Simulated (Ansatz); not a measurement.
Reactions of `Br[Si](Br)(Br)Br`.

Gas-phase electronic energies from Ansatz, PBE0-D4/def2-TZVP geometries. CCSD(T)/CBS adds triple-zeta CCSD(T) − MP2 to the extrapolated MP2 energy (def2 sets, frozen cores). This one scheme is used for every species, atoms too. No spin–orbit coupling; open shells (•) take unrestricted orbitals. Spin–orbit coupling would lower the free atoms: a little for Si; clearly for Br. For Br outer-core shells are correlated without core-valence functions, so the limit isn't a true one: a few kJ/mol of doubt a bond, and 10 to 20 or more in all where bonds break to atoms. Scalar relativity is left out up to krypton.

```tsv
reaction	CCSD(T)/def2-SVP (kcal/mol)	CCSD(T)/CBS(def2) (kcal/mol)
`Br[Si](Br)(Br)Br` + HCl → `Cl[Si](Br)(Br)Br` + HBr	-2.3	-0.7
`Br[Si](Br)(Br)Br` → Br₂ + `Br[Si]Br`	91.0	98.1
`Br[Si](Br)(Br)Br` + H₂ → `Br[SiH](Br)Br` + HBr	10.3	15.7
`Br[Si](Br)(Br)Br` → 4 Br• + Si•	289.5	335.6
```

Largest T1 diagnostic: 0.012, for Si•.
